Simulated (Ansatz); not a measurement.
Program: Ansatz. Geometries: PBE0-D4/def2-TZVP. ΔE: electronic, gas phase. CBS: MP2 limit from def2 TZ/QZ plus the TZ coupled-cluster correction, frozen cores. DFT in def2-TZVPP. B3LYP here is the variant with VWN-RPA as its local correlation; programs differ in this. For Ge outer-core shells are correlated without core-valence functions, which leaves a few kJ/mol of doubt a bond. Scalar relativity is left out up to krypton. One conformer a species, not always the lowest.

Reaction (cleavage of the Ge–Si bond): `Cl[SiH2][SiH2][GeH3]` + `CSS` → `CS[S][GeH3]` + `[SiH3][SiH2]Cl`

`Cl[SiH2][SiH2][GeH3]`:

```xyz
11

Cl    1.512   -1.324   -2.021
Si    1.809   -0.723   -0.067
Si    0.228    0.922    0.429
Ge   -1.948    0.108   -0.090
H     1.633   -1.916    0.801
H     3.210   -0.245    0.050
H     0.320    1.265    1.876
H     0.526    2.143   -0.369
H    -2.067   -0.157   -1.597
H    -2.206   -1.205    0.666
H    -3.018    1.131    0.323
```

`CSS`:

```xyz
7

C     0.344   -0.838    0.348
S     0.007    0.853    0.875
S    -1.265    1.536   -0.562
H     0.900   -0.853   -0.590
H    -0.582   -1.403    0.249
H     0.956   -1.282    1.136
H    -0.361    1.989   -1.455
```

`CS[S][GeH3]`:

Cartesian coordinates in Å:
```
C 0.045 0.516 1.899
S 0.629 -1.011 1.144
S 1.541 -0.332 -0.564
Ge -0.213 -0.395 -1.945
H 0.878 1.185 2.112
H -0.435 0.224 2.836
H -0.687 1.014 1.263
H 0.261 0.180 -3.290
H -0.681 -1.848 -2.098
H -1.339 0.468 -1.356
```

`[SiH3][SiH2]Cl`:

```xyz
8

Si    1.085    0.504   -0.142
Si   -0.961   -0.557    0.244
Cl   -2.356    0.192   -1.081
H     2.108   -0.023    0.802
H     0.934    1.968    0.066
H     1.526    0.245   -1.537
H    -0.873   -2.024    0.028
H    -1.463   -0.305    1.619
```

```tsv
level	ΔE (kcal/mol)	difference from CCSD(T)/CBS
PBE-D4	-4.0	1.4
PBE0-D4	-4.2	1.2
B3LYP-D4	-5.7	-0.3
B2PLYP	-6.1	-0.7
PBE0	-4.2	1.2
MP2/def2-TZVPP	-6.8	-1.4
SCS-MP2/def2-TZVPP	-7.1	-1.7
CCSD/def2-TZVPP	-5.3	0.1
CCSD(T)/def2-TZVPP	-5.5	-0.1
MP2/def2-QZVPP	-6.8	-1.4
CCSD(T)/CBS	-5.4	0
```

Largest T1 diagnostic among the species: 0.012.

In def2-TZVPP, CCSD(T) changes the Hartree–Fock value by +2.4 kcal/mol (the triples alone add −0.1 kcal/mol) and MP2 by +1.0 kcal/mol.
